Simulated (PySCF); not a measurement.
CH3O, doublet, at a GFN2-xTB geometry; MP2/6-31G* run with PySCF.

Here is a job for PySCF.
```python
from pyscf import gto, scf, mp

mol = gto.M(
    atom='''
C    -0.634119    0.245346    0.097239
O     0.590776   -0.335222   -0.063726
H    -1.457005   -0.424712   -0.044856
H    -0.748046    1.304954   -0.034532
H     1.283558    0.329461    0.005765
''',
    basis='6-31g*',
    charge=0,
    spin=1,
    verbose=4,
)

mf = scf.UHF(mol)
mf.kernel()

pt = mp.MP2(mf, frozen=2)
pt.kernel()
print('E(MP2) = %.10f' % pt.e_tot)
```

What the program printed (banner, timings and long lists left out):

```
PySCF version 2.14.0

[INPUT] verbose = 4
[INPUT] num. atoms = 5
[INPUT] num. electrons = 17
[INPUT] charge = 0
[INPUT] spin (= nelec alpha-beta = 2S) = 1
[INPUT] symmetry False subgroup None
[INPUT] Mole.unit = angstrom
[INPUT] Symbol           X                Y                Z      unit          X                Y                Z       unit  Magmom
[INPUT]  1 C     -0.634119000000   0.245346000000   0.097239000000 AA   -1.198311240383   0.463636745758   0.183755078627 Bohr   0.0
[INPUT]  2 O      0.590776000000  -0.335222000000  -0.063726000000 AA    1.116404840966  -0.633477770929  -0.120424687014 Bohr   0.0
[INPUT]  3 H     -1.457005000000  -0.424712000000  -0.044856000000 AA   -2.753340412122  -0.802589361816  -0.084765555043 Bohr   0.0
[INPUT]  4 H     -0.748046000000   1.304954000000  -0.034532000000 AA   -1.413602068576   2.466005665156  -0.065256022533 Bohr   0.0
[INPUT]  5 H      1.283558000000   0.329461000000   0.005765000000 AA    2.425573084994   0.622591058725   0.010894271108 Bohr   0.0

nuclear repulsion = 35.3488991047022
number of shells = 18
number of NR pGTOs = 66
number of NR cGTOs = 34
basis = 6-31g*
ecp = {}

******** <class 'pyscf.scf.uhf.UHF'> ********
method = UHF
initial guess = minao
damping factor = 0
level_shift factor = 0
DIIS = <class 'pyscf.scf.diis.CDIIS'>
diis_start_cycle = 1
diis_space = 8
diis_damp = 0
SCF conv_tol = 1e-09
SCF conv_tol_grad = None
SCF max_cycles = 50
direct_scf = True
direct_scf_tol = 1e-13
number electrons alpha = 9  beta = 8
Set gradient conv threshold to 3.16228e-05
init E= -114.444618677297

cycle= 1 E= -114.359976967339  delta_E= 0.0846  |g|= 0.301  |ddm|= 1.35
cycle= 2 E= -114.396269876933  delta_E= -0.0363  |g|= 0.147  |ddm|= 0.27
cycle= 3 E= -114.40506886079  delta_E= -0.0088  |g|= 0.0394  |ddm|= 0.106
cycle= 4 E= -114.406233865204  delta_E= -0.00117  |g|= 0.0122  |ddm|= 0.0406
cycle= 5 E= -114.406460915289  delta_E= -0.000227  |g|= 0.00619  |ddm|= 0.0207
cycle= 6 E= -114.406536562229  delta_E= -7.56e-05  |g|= 0.00237  |ddm|= 0.0146
cycle= 7 E= -114.406546705743  delta_E= -1.01e-05  |g|= 0.000883  |ddm|= 0.00581
cycle= 8 E= -114.406548002985  delta_E= -1.3e-06  |g|= 0.000262  |ddm|= 0.00223
cycle= 9 E= -114.406548113438  delta_E= -1.1e-07  |g|= 9.37e-05  |ddm|= 0.000633
cycle= 10 E= -114.406548129553  delta_E= -1.61e-08  |g|= 3.59e-05  |ddm|= 0.000262
cycle= 11 E= -114.406548132205  delta_E= -2.65e-09  |g|= 8.35e-06  |ddm|= 0.00013
cycle= 12 E= -114.406548132324  delta_E= -1.19e-10  |g|= 3.01e-06  |ddm|= 2.06e-05
Extra cycle  E= -114.406548132335  delta_E= -1.15e-11  |g|= 1.88e-06  |ddm|= 5.46e-06
converged SCF energy = -114.406548132335  <S^2> = 0.76087854  2S+1 = 2.0108491

******** <class 'pyscf.mp.ump2.UMP2'> ********
nocc = (np.int64(7), np.int64(6)), nmo = (32, 32)
frozen orbitals 2
E(UMP2) = -114.69153833964  E_corr = -0.284990207304454
E(SCS-UMP2) = -114.685669708995  E_corr = -0.279121576659774
E_corr(same-spin) = -0.0725384678141203
E_corr(oppo-spin) = -0.212451739490334
E(MP2) = -114.6915383396
```
